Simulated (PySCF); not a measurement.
H₆OSi₂, SMILES [SiH3]O[SiH3]. Atoms are numbered in the order given.

```xyz
9

Si     1.5880     0.0000     0.0697
O      0.0000     0.0000    -0.3995
Si    -1.5880     0.0000     0.0697
H      2.4403     0.0000    -1.1518
H      1.8877    -1.2152     0.8867
H      1.8877     1.2152     0.8867
H     -1.8877     1.2152     0.8867
H     -2.4403     0.0000    -1.1518
H     -1.8877    -1.2152     0.8867
```
Charge 0, spin multiplicity 1.

Coordinates come from a PBE0-D3(BJ)/def2-SVP optimisation.

Two levels are set side by side: PBE/pcSseg-1 (PySCF) and B3LYP/pcSseg-1 (PySCF). GIAO shifts against H2O (¹⁷O), TMS (²⁹Si), TMS (¹H) at the same level; non-relativistic, no solvent, atoms listed together averaged. Differences are taken from unrounded values.

```
quantity                               B3LYP
-------------------------------------  -----
δ(²⁹Si) of Si1, Si3 (ppm)              -42.2
δ(¹⁷O) of O2 (ppm)                      -0.6
δ(¹H) of H4, H5, H6, H7, H8, H9 (ppm)   5.21
```

Task: What does PBE give, and how far is it from B3LYP? (Estimate from the structure and the level; the computed values follow.)

Result: 
```
quantity                                 PBE  PBE minus B3LYP
-------------------------------------  -----  ---------------
δ(²⁹Si) of Si1, Si3 (ppm)              -36.4              5.8
δ(¹⁷O) of O2 (ppm)                       1.7              2.3
δ(¹H) of H4, H5, H6, H7, H8, H9 (ppm)   5.50             0.30
```

Rough cost on one machine, each run with all the roots and properties that it gave: B3LYP against PBE within a factor of 2.
